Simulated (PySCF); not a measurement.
CH5BrClNSi, SMILES C[Si](N)(Cl)Br.

Geometry: PBE0-D3(BJ)/def2-SVP. Other conformers were not sampled.

Two levels are set side by side: TDA-PBE/def2-SVPD (PySCF) and TDA-CAM-B3LYP/def2-SVPD (PySCF). Vertical, same geometry. The lowest singlet is HOMO→LUMO 96 % with PBE and HOMO→LUMO 81 % with the other functional; states are paired by order. Differences are taken from unrounded values.

| quantity | TDA-CAM-B3LYP |
|---|---|
| lowest singlet excitation (eV) | 6.91 |
| lowest triplet excitation (TDA) (eV) | 6.47 |

Task: What does TDA-PBE give, and how far is it from TDA-CAM-B3LYP? (An estimate is asked for; the answer gives what the named calculation found.)

Result: 
| quantity | TDA-PBE | TDA-PBE minus TDA-CAM-B3LYP |
|---|---|---|
| lowest singlet excitation (eV) | 5.91 | -1.00 |
| lowest triplet excitation (TDA) (eV) | 5.62 | -0.85 |

Functionals without exact exchange tend to place singlet excitations lower, as here. Differences between two approximate levels are no errors against the true value.

Rough cost on one machine, each run with all the roots and properties that it gave: TDA-CAM-B3LYP against TDA-PBE about 5 times.
